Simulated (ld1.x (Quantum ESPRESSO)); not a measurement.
# Ranking RRKJ potentials for P

All share these settings but for the change named:

ld1.x (Quantum ESPRESSO) 7.5 input, shortened:

```
&input
   title='P', zed=15., rel=1, dft='REVPBE', iswitch=3,
   config='[Ne] 3s1.5 3p3.5'
 /
 &inputp
   pseudotype=2, tm=.false., rho0=0.005, lloc=0,
   nlcc=.true.
 /
2
3P  2  1   3.50   0.00  1.65  1.65  0.0
3S  1  0   1.50   0.00  1.75  1.75  0.0
 &test
   configts(1)='3s1.5 3p3.5'
 /
```

Cutoff: the first of the cutoffs (Ry, on a coarse ladder) from which the occupation-weighted sum of valence levels, in a spherical-Bessel basis at the reference potential, stays within 10 and 1 mRy of its value at 400 Ry; the density cutoff is not measured.

The base gives 30 Ry.

Of 8 variants that were run, those that failed, showed a ghost or another fault, or gave nearly equal values are left out.

Task: Rank these variants from softest to hardest (loose cutoff).
A. all radii but the core radius scaled by about 1.32 (s 2.32, p 2.18 bohr)
B. all radii but the core radius scaled by about 1.37 (s 2.40, p 2.26 bohr)
C. all radii but the core radius scaled by about 0.75 (s 1.30, p 1.24 bohr)
D. all radii but the core radius scaled by about 0.82 (s 1.44, p 1.34 bohr)
E. all radii but the core radius scaled by about 1.25 (s 2.18, p 2.06 bohr)

Result: B (15 Ry), A (21 Ry), E (25 Ry), D (50 Ry), C (70 Ry).
